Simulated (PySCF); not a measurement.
Two species compared at the same levels of theory.

First species: C4H8FNSi2.
InChI=1S/C4H8FNSi2/c5-4-3-7-1-2-8(4)6/h1-3,8H,6-7H2/t8-/m1/s1

Second species: C₇H₈N₂.
Numbering: `[CH3:1][C:2]#[C:3][c:4]1[cH:5][n:6][n:7]([CH3:8])[cH:9]1` (hydrogens: H10, H11, H12 on C1; H13 on C5; H14, H15, H16 on C8; H17 on C9)

Levels: CAM-B3LYP/def2-SVPD for dipole moment, HOMO energy, LUMO energy, HOMO–LUMO gap, static isotropic polarisability and electronic spatial extent ⟨r²⟩ about the centre of nuclear charge; TDDFT CAM-B3LYP/def2-SVPD for lowest singlet excitation; TDA CAM-B3LYP/def2-SVPD for lowest triplet excitation (Tamm–Dancoff); GFN2-xTB for rotational constant A and rotational constant C. Geometries: GFN2-xTB. All species are isolated and taken at one optimised geometry, non-relativistic unless stated. Electronic properties by PySCF.

The conformers computed, where there is a choice (atom-mapped SMILES and torsion angles):
- `[NH2:1][Si@@H:2]1[CH:3]=[CH:4][SiH2:5][CH:6]=[C:7]1[F:8]`: H–N1–Si2–C3 161°, H–N1–Si2–C3 -59°

**Question.** Which has the higher dipole moment?

**Answer.** The second: 2.37 D against 1.81 D, a difference of 0.56 D.

**Question.** Which of the two has the higher HOMO energy, and by how much?

**Answer.** The second: -7.47 eV against -8.98 eV, a difference of 1.51 eV.

**Question.** Which has the higher ⟨r²⟩?

**Answer.** The second: 1683 bohr² against 1393 bohr², a difference of 290 bohr².

**Question.** Which has the higher rotational constant C?

**Answer.** The first: 0.826 GHz against 0.668 GHz, a difference of 0.158 GHz.

**Question.** Which of the two has the higher HOMO–LUMO gap, and by how much?

**Answer.** The first: 9.22 eV against 8.64 eV, a difference of 0.58 eV.

**Question.** Which of the two has the higher rotational constant A, and by how much?

**Answer.** The second: 6.722 GHz against 1.949 GHz, a difference of 4.773 GHz.

**Question.** Which has the higher LUMO energy?

**Answer.** The second: 1.17 eV against 0.24 eV, a difference of 0.93 eV.

**Question.** Which has the higher S1 energy?

**Answer.** The first: 5.85 eV against 5.73 eV, a difference of 0.12 eV.

On the first: The dipole equals about 6.1 × 10⁻³⁰ C·m (1 D = 3.33564 × 10⁻³⁰ C·m). No computed singlet falls in the visible range (750 to 380 nm, 1.65 to 3.26 eV); S1 lies 2.59 eV above its blue end.

On the second: S1 lies 2.91 eV below the HOMO–LUMO gap; its leading configuration is HOMO→LUMO, weight 0.83. The principal polarisabilities are 61.0, 84.1 and 153.5 au; their mean is the isotropic value.
